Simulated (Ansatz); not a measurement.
C9H15Cl2HfN, SMILES `CC[C@@]12[C@H]3[C@H]4[C@H]5[C@@H]1[Hf]4532([Cl])([Cl])[N](C)C` at its PBE0-D4/def2-TZVP geometry, where that method's forces vanish. The species carries charge 0 and has multiplicity 1. Hf: def2 effective core potential.

```xyz
28

C     3.0808   -0.1921    0.3425
C     2.4025   -1.4850   -0.0738
C     1.0667   -1.3049   -0.7237
C     0.5635   -0.1329   -1.3307
C    -0.6954   -0.4245   -1.9118
C    -0.9828   -1.7798   -1.6588
C     0.0892   -2.3145   -0.9091
Hf   -1.0332   -0.6305    0.5361
Cl    0.1993   -1.0952    2.5315
Cl   -3.1807   -1.6233    0.8498
N    -1.3662    1.3522    0.5552
C    -1.1901    2.5303   -0.2446
C    -2.0243    1.6480    1.8152
H     3.2689    0.4581   -0.5154
H     4.0434   -0.4007    0.8124
H     2.4702    0.3569    1.0628
H     3.0448   -2.0222   -0.7820
H     2.2906   -2.1406    0.7936
H     1.0608    0.8250   -1.3487
H    -1.3296    0.2710   -2.4417
H    -1.8820   -2.3049   -1.9428
H     0.1577   -3.3273   -0.5356
H    -0.5632    3.2733    0.2688
H    -2.1538    3.0131   -0.4599
H    -0.7164    2.2913   -1.1963
H    -1.4337    2.3443    2.4249
H    -3.0245    2.0723    1.6580
H    -2.1625    0.7424    2.4239
```

(1) What forces (eV/Å) does r2SCAN-D4/def2-TZVPP give on these atoms in the Gaussian-basis code of Ansatz? (An estimate is asked.)

Answers

(1) Ansatz gave: 
```
C1   0.086  0.121  0.039
C2   0.021 -0.116  0.018
C3   0.134 -0.023  0.029
C4   0.138  0.216 -0.040
C5  -0.130  0.143 -0.153
C6  -0.166 -0.132 -0.113
C7   0.025 -0.235  0.039
Hf8 -0.026 -0.085  0.070
Cl9  0.042 -0.014  0.085
Cl10-0.088 -0.028  0.022
N11  0.050 -0.071 -0.079
C12  0.032  0.193 -0.141
C13 -0.109  0.027  0.214
H14 -0.005 -0.012  0.016
H15 -0.015  0.008 -0.005
H16  0.002 -0.003 -0.015
H17  0.006 -0.008  0.001
H18  0.007 -0.010 -0.005
H19 -0.002 -0.003  0.003
H20 -0.002  0.000  0.002
H21  0.005  0.006  0.006
H22  0.001 -0.001  0.008
H23 -0.004  0.004  0.005
H24 -0.002  0.004  0.007
H25 -0.011 -0.002  0.020
H26  0.004  0.007 -0.003
H27 -0.001  0.006 -0.006
H28  0.009  0.007 -0.021
```
